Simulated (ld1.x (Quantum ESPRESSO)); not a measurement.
## Ga (Z = 31): variants of one ultrasoft potential

Base potential:

- Element: gallium (Ga)
- Generator: ld1.x (Quantum ESPRESSO) 7.5
- Type: ultrasoft
- Functional: PBE
- Relativity: scalar-relativistic
- Frozen core: [Ar]
- Valence charge: 13
- Reference configuration: 3d10 4s1.5 4p1.5
- Partial waves: 4s (bound): rcut 1.65, rcutus 1.95 bohr; 4s channel at 1.3 Ry: rcut 1.65, rcutus 1.95 bohr; 4p (bound): rcut 2.05, rcutus 2.25 bohr; 4p channel at 2.5 Ry: rcut 2.05, rcutus 2.25 bohr; 3d (bound): rcut 1.15, rcutus 1.40 bohr; 3d channel at 1.55 Ry: rcut 1.15, rcutus 1.40 bohr
- Local potential: all-electron potential smoothed inside 2.25 bohr (lloc = -1)
- Core correction: a·sin(br)/r model core inside 0.80 bohr
- Augmentation charge: built from norm-conserving waves at rcut, not smoothed further

Cutoffs, loose and tight: the cutoffs (Ry, on a coarse ladder) from which the occupation-weighted sum of valence levels, in a spherical-Bessel basis at the reference potential, stays within 10 and 1 mRy of its value at 400 Ry. They do not see the model core or the augmentation charge, which bear on the density cutoff. Test errors are all-electron minus pseudo excitation energies from the reference, over the configurations 3d10 4s2 4p1; 3d10 4s2 4p0; 3d10 4s1 4p0; 3d10 4s0 4p0; 3d10 4s0 4p3; 3d9 4s0 4p0; 3d10 4s2 4p1.3. A dash means not determined; rows that change the core or the reference have their own tests. The largest error is taken over the tests solved by every variant that gives reliable tests at all: 3d10 4s0 4p0; 3d10 4s1 4p0; 3d10 4s2 4p0; 3d10 4s2 4p1.

A true bound ghost makes a file unfit for plane-wave use even where its test errors are small: the radial tests pick states by their node count and pass the ghost by.

Cutoffs are not given where the Bessel-basis levels miss the radial ones by over 6 mRy, ghosts where they miss by over 20 mRy; a channel whose overlap is not positive is not tested.

| change | outcome | cutoff, loose | cutoff, tight | bound ghosts | largest test error (meV) |
| --- | --- | --- | --- | --- | --- |
| base | generated | – | – | not determined | -58 |
| wave 4s channel at 1.3 Ry: rcut 1.65, rcutus 1.95 bohr becomes 4s channel at -0.5 Ry: rcut 1.65, rcutus 1.95 bohr | generated | – | – | not determined | -58 |
| local potential all-electron potential smoothed inside 0.88 bohr (lloc = -1) | generated | – | – | s | -56 |
| functional LDA (PZ) | generated | – | – | not determined | -58 |
| waves 4p (bound): rcut 1.62, rcutus 1.72 bohr; 4p channel at 2.5 Ry: rcut 1.62, rcutus 1.72 bohr | generated | – | – | not determined | -59 |
| local potential all-electron potential smoothed inside 1.15 bohr (lloc = -1) | generated | – | – | s | -56 |

**Question.** What comes out with this change to the base: type PAW; local potential all-electron potential smoothed inside 1.55 bohr (lloc = -1); augmentation PSQ, inside the norm-conserving radii?

**Answer.** outcome: generated; cutoff, loose: 55 Ry; cutoff, tight: 100 Ry; bound ghosts: none; largest test error (meV): -15.

**Question.** What comes out with this change to the base: reference 3d10 4s2 4p0?

**Answer.** outcome: generated; bound ghosts: not determined; largest test error (meV): -1619.

**Question.** What comes out with this change to the base: core correction a·sin(br)/r model core inside 1.74 bohr?

**Answer.** outcome: generated; bound ghosts: not determined; largest test error (meV): +26.
